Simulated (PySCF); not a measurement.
## Telling isomers of C9H7ClO apart by NMR

- NMR shieldings at PBE0/pcSseg-1/GIAO
- structure optimised with GFN2-xTB
- code: PySCF
- one computed conformer, isolated molecule, non-relativistic Hamiltonian, one averaged value for each set of equivalent atoms

Referencing at the same level of theory: $^{1}$H (σ = 31.72 ppm), $^{13}$C (σ = 186.93 ppm) vs TMS. Where no couplings were computed, multiplicities follow the n + 1 count of equivalent neighbours, and m marks all less simple cases (inequivalent or close neighbours, rings, F or P nearby). Shifts are as computed. Against solution values, carbons near 30 ppm lie about +3 ppm off and those near 130 ppm about +5 ppm; carbons on Cl a further +6 ppm. Of 1211 compounds with measured shifts, 218 miss one by over three times the rms of a fit or turn the order of signals round; such compounds aren't used in these exercises. Carbons bonded to Cl come out too deshielded.

(1) Tabulate the signals of `O=C1CCc2c(Cl)cccc21`, `C=C(C(=O)Cl)c1ccccc1` and their relative energies.

(2) What is the quickest way to tell O=C1CCc2c(Cl)cccc21 from C=C(C(=O)Cl)c1ccccc1?

## Answers

(1) 
```tsv
SMILES	carbon types	δC	δH	E rel. (kcal/mol)
O=C1CCc2c(Cl)cccc21	4×C 3×CH 2×CH2	208.8, 159.9, 144.3, 144.2, 140.3, 133.6, 129.2, 38.6, 27.6	8.11 (d, 1H), 7.81 (m, 1H), 7.66 (m, 1H), 3.12 (m, 2H), 2.75 (m, 2H)	0.0
C=C(C(=O)Cl)c1ccccc1	3×C 5×CH 1×CH2	177.5, 154.6, 146.0, 141.4, 135.8, 134.2, 133.9	7.74 (m, 2H), 7.72 (m, 1H), 7.50 (d, 2H), 7.10 (br s, 1H), 6.12 (br s, 1H)	22.3
```

Energies are electronic energies at PBE0/pcSseg-1 on these geometries, without zero-point or thermal terms, each for the one conformer computed, which needn't be the lowest.

(2) Count the carbon signals: 9 against 7. The first has an sp3 CH2 α to a carbonyl at 38.6 ppm, the second a β carbon of a C=C–C=O unit (CH2) at 141.4 ppm. Their most deshielded carbons lie at 208.8 and 177.5 ppm.
